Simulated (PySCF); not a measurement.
## Core-level binding energies of `F[C@@H]1C[C@H]1[SiH3]`

C₃H₇FSi.
Atom-mapped SMILES: `[F:1][C@@H:2]1[CH2:3][C@H:4]1[SiH3:5]`

Level of theory: PySCF 2.14.0, delta-SCF UKS SCAN, pcX-2 on the ionised atom, pcseg-1 elsewhere, spin-free X2C. Binding energies are ΔSCF values: E(core-ionised, relaxed orbitals) − E(ground state) at a fixed geometry, referred to the vacuum level.

List the computed XPS lines with their assignment.

```
atom(s)                  environment     level  binding energy (eV)  2p1/2 (eV)  above the level's lowest (eV)  count
    Si5                 SiH3 silicon     Si 1s              1846.59           –                           0.00      1
     F1               alkyl fluorine      F 1s               692.60           –                           0.00      1
     C2               sp3 C–F carbon      C 1s               293.11           –                          +2.54      1
     C3   three-membered-ring carbon      C 1s               291.03           –                          +0.46      1
     C4  sp3 carbon bound to silicon      C 1s               290.57           –                           0.00      1
    Si5                 SiH3 silicon  Si 2p3/2               106.82      107.45                           0.00      1
```

The listed C 1s values span 2.54 eV, from C4 (bonded to 2 C, H and Si) to C2 (bonded to F, 2 C and H). Summing the Pauling electronegativity differences to the bonded atoms, each weighted by its formal bond order, gives -1.00 for the lowest site and +1.08 for the highest; no listed site has a larger sum than the highest.

Give the binding energy of Si 2p3/2 of Si5 in hartree and in kJ/mol.

106.82 eV = 3.9256 Eh = 10307 kJ/mol.

Which photon wavelength matches the Si 2p3/2 of Si5 threshold?

λ = hc/E = 12398.42 eV Å / 106.82 eV = 116.068 Å.

2p3/2 and 2p1/2 are the ΔSCF energy of one spin-free 2p hole plus the eigenvalues of a spin–orbit and ligand-field matrix of the shell. 2p1/2 minus 2p3/2 (ligand field included): Si 0.62 eV. Isolated species at its PBE0-D3(BJ)/def2-SVP geometry, gas phase.
